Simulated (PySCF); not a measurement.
**In₃Te⁺: umbrella curve**

All numbers come from B3LYP in PySCF with Te def2-SVP with ECP28, In def2-SVP with ECP28; scalar-relativistic core potentials, no spin–orbit coupling; density-fitted integrals.

Rigid scan from the singlet minimum (Te–In 3.003 Å (×3); In–Te–In 120.0° (×3)). Coordinate: angle between each bond and the threefold axis, bonds fixed. Energies in kJ/mol from the minimum.

Problem. Predict the curve at 55, 60, 65, 70, 75, 80, 85, 90.

Solution. 
```json
{"angle of the bonds to the threefold axis (°)": "55", "E (kJ/mol)": "35.8", "dipole size (D, about the centre of mass)": "3.54"}
{"angle of the bonds to the threefold axis (°)": "60", "E (kJ/mol)": "20.9", "dipole size (D, about the centre of mass)": "3.38"}
{"angle of the bonds to the threefold axis (°)": "65", "E (kJ/mol)": "11.3", "dipole size (D, about the centre of mass)": "3.07"}
{"angle of the bonds to the threefold axis (°)": "70", "E (kJ/mol)": "5.4", "dipole size (D, about the centre of mass)": "2.64"}
{"angle of the bonds to the threefold axis (°)": "75", "E (kJ/mol)": "2.5", "dipole size (D, about the centre of mass)": "2.09"}
{"angle of the bonds to the threefold axis (°)": "80", "E (kJ/mol)": "0.8", "dipole size (D, about the centre of mass)": "1.45"}
{"angle of the bonds to the threefold axis (°)": "85", "E (kJ/mol)": "0.2", "dipole size (D, about the centre of mass)": "0.75"}
{"angle of the bonds to the threefold axis (°)": "90", "E (kJ/mol)": "0.0", "dipole size (D, about the centre of mass)": "0.00"}
```

Other isomers or separated fragments may lie lower.
